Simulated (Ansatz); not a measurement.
Harmonic frequencies (cm⁻¹) at PBE0-D4/def2-TZVP from Ansatz: 81, 108, 233, 254, 323, 409, 438, 588, 645, 667, 690, 818, 851, 1352, 1837, 2099, 3051, 3157.

(1) Which molecule is it?
A. `BCO`
B. `C#CC(O)S`
C. `[F][GeH]1[CH2][InH]1`
D. `O[P](O)[GeH3]`

## Answers

(1) C.
